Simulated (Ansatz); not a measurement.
Pulling on the P1–O2 bond in PO (multiplicity 2 held). Energies count from the point at 1.480 Å.


R- and RO- levels are restricted; in cc, def2 and unpolarised 6-31G sets they are followed outwards from rest. U- levels take the lowest unrestricted solution at each point, which mixes spins at long bonds. Active spaces are followed from rest. Curves can end on different states.

Frozen-core correlation.

Run with Ansatz (a program for electronic structure) with Gaussian orbitals. Values without a source in brackets are computed.

Energies in eV.

| R (Å) | RO-PBE/cc-pV(T+d)Z | RO-r2SCAN/cc-pV(T+d)Z | U-wB97X-V/cc-pV(T+d)Z | FIC-MRCISD+Q on CASSCF(11,8)/cc-pV(T+d)Z |
|---|---|---|---|---|
| 1.184 | 5.39 | 5.14 | 5.06 | 5.30 |
| 1.332 | ? | 0.92 | 0.86 | 0.99 |
| 1.480 | 0.00 | 0.00 | 0.00 | 0.00 |
| 1.628 | ? | 0.50 | 0.61 | 0.42 |
| 1.776 | 1.31 | 1.54 | 1.82 | 1.35 |
| 1.998 | 2.96 | 3.34 | 3.46 | 2.87 |
| 2.220 | 4.49 | 4.99 | 4.61 | 4.10 |
| 2.590 | 6.47 | 7.10 | 5.67 | 5.19 |
| 2.960 | ? | 8.58 | 6.06 | 5.54 |
| 3.404 | 8.72 | 9.59 | 6.22 | 5.65 |
| 3.996 | 9.35 | 10.29 | 6.28 | 5.68 |
| 4.735 | 9.74 | 10.64 | 6.30 | 5.69 |
| 5.919 | 9.90 | 10.80 | 6.30 | 5.69 |

Question: Fill in the missing entries.

Answer: 
- 1.628, RO-PBE/cc-pV(T+d)Z: 0.37
- 1.332, RO-PBE/cc-pV(T+d)Z: 1.05
- 2.960, RO-PBE/cc-pV(T+d)Z: 7.78

Doubts at one or more of the structures used: a restricted determinant that unrestricted orbitals would lower (RO-PBE/cc-pV(T+d)Z, RO-r2SCAN/cc-pV(T+d)Z); a spin-contaminated determinant (U-wB97X-V/cc-pV(T+d)Z).
